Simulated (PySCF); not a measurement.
Two-component Hartree-Fock for Sm(26+) (samarium, charge +26)

Start: [Kr]. Calculated with PySCF 2.14 in an uncontracted even-tempered set (17 s from 2.1 bohr⁻², ratio 2.8; 14 p from 2.7 bohr⁻², ratio 2.8; 9 d from 4.8 bohr⁻², ratio 2.8; 4 f from 15 bohr⁻², ratio 3): generalised Hartree-Fock with the X2C-1e Hamiltonian and a Gaussian nucleus; spin-orbit coupling (SO) screened by Boettger's factors.

```csv
spinor shell,electrons,"ε, screened SO (eV)",weight of nominal j (screened SO),"rms radius, screened SO (bohr)"
1s1/2,2,-47916.4,1.000,0.0259
2s1/2,2,-8662.4,1.000,0.105
2p1/2,2,-8241.2,1.000,0.0899
2p3/2,4,-7633.4,1.000,0.0961
3s1/2,2,-2582.6,1.000,0.269
3p1/2,2,-2401.9,1.000,0.260
3p3/2,4,-2273.2,1.000,0.272
3d3/2,4,-1964.4,1.000,0.244
3d5/2,6,-1936.7,1.000,0.248
4s1/2,2,-1090.9,1.000,0.570
4p1/2,2,-1010.5,1.000,0.579
4p3/2,4,-973.73,1.000,0.603
```

| quantity | screened SO |
| --- | --- |
| E (hartree) | -10108.49717 |
| M_J | 0 |
| ⟨J²⟩ | 0.000 |
| ⟨L²⟩ | 0.038 |
| ⟨S²⟩ | 0.038 |

Breit and QED terms are absent; they matter most for the inner s and p1/2 levels.

Densities and radii are taken from the X2C orbitals without a picture-change correction, which distorts them close to the nucleus.
